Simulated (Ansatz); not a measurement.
Frontier orbitals of C2H3BOS (`BC(=O)C=S`).

Total charge 0; spin multiplicity 1. All single points use the PBE0-D4/def2-TZVP geometry. It is one conformer, not always the lowest. Basis def2-TZVPP, Ansatz 0.2.0.

Orbital energies of one run (eV). Highest occupied ones, from the top: -9.63, -10.86, -11.57, -12.21, -13.85, -14.42, -15.75, -16.54, -18.32, -19.41, -22.03, -26.50, -34.22, -164.53. Empty: -1.40, 0.63, 2.11, 2.51, 3.38, 3.62.

Question: Which functional gave them?
A. BHLYP
B. ωB97M-V
C. r2SCAN
D. r2SCAN0

Answer: B. HOMO energies: ωB97M-V -9.63, r2SCAN -6.35, r2SCAN0 -7.54, BHLYP -8.55 eV.
